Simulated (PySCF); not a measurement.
## Ti (titanium, neutral) across methods

[Ar] 3d3 4s1, high-spin 5F determinant (an excited configuration). Computed with PySCF 2.14 in aug-cc-pVDZ, with the non-relativistic Hamiltonian (point nucleus).

```json
{"method": "UHF", "E (hartree)": "-848.38947", "mean ε 3p β (eV)": "-41.746", "mean ε 4s α (eV)": "-5.591", "mean ε 3d α (eV)": "-7.446", "Σ⟨r²⟩ (bohr²)": "42.52", "⟨S²⟩": "6.002"}
{"method": "PBE0", "E (hartree)": "-849.159", "mean ε 3p β (eV)": "-35.844", "mean ε 4s α (eV)": "-4.438", "mean ε 3d α (eV)": "-3.833", "Σ⟨r²⟩ (bohr²)": "42.15", "⟨S²⟩": "6.001"}
{"method": "BLYP", "E (hartree)": "-849.377", "mean ε 3p β (eV)": "-33.466", "mean ε 4s α (eV)": "-3.795", "mean ε 3d α (eV)": "-2.421", "Σ⟨r²⟩ (bohr²)": "42.97", "⟨S²⟩": "6.000"}
{"method": "LDA", "E (hartree)": "-847.300", "mean ε 3p β (eV)": "-33.694", "mean ε 4s α (eV)": "-4.155", "mean ε 3d α (eV)": "-2.655", "Σ⟨r²⟩ (bohr²)": "42.58", "⟨S²⟩": "6.000"}
{"method": "TPSSh", "E (hartree)": "-849.371", "mean ε 3p β (eV)": "-34.667", "mean ε 4s α (eV)": "-4.083", "mean ε 3d α (eV)": "-3.076", "Σ⟨r²⟩ (bohr²)": "42.42", "⟨S²⟩": "6.001"}
{"method": "r2SCAN", "E (hartree)": "-849.330", "mean ε 3p β (eV)": "-34.178", "mean ε 4s α (eV)": "-4.118", "mean ε 3d α (eV)": "-2.810", "Σ⟨r²⟩ (bohr²)": "42.08", "⟨S²⟩": "6.001"}
{"method": "BHandHLYP", "E (hartree)": "-849.338", "mean ε 3p β (eV)": "-37.927", "mean ε 4s α (eV)": "-4.721", "mean ε 3d α (eV)": "-4.958", "Σ⟨r²⟩ (bohr²)": "41.86", "⟨S²⟩": "6.001"}
{"method": "wB97X-V", "E (hartree)": "-849.220", "mean ε 3p β (eV)": "-38.330", "mean ε 4s α (eV)": "-5.858", "mean ε 3d α (eV)": "-5.967", "Σ⟨r²⟩ (bohr²)": "42.35", "⟨S²⟩": "6.001"}
```

Question: Estimate the same row for PBE.

Answer: E (hartree) = -849.126; mean ε 3p β (eV) = -33.613; mean ε 4s α (eV) = -3.973; mean ε 3d α (eV) = -2.613; Σ⟨r²⟩ (bohr²) = 42.89; ⟨S²⟩ = 6.000.
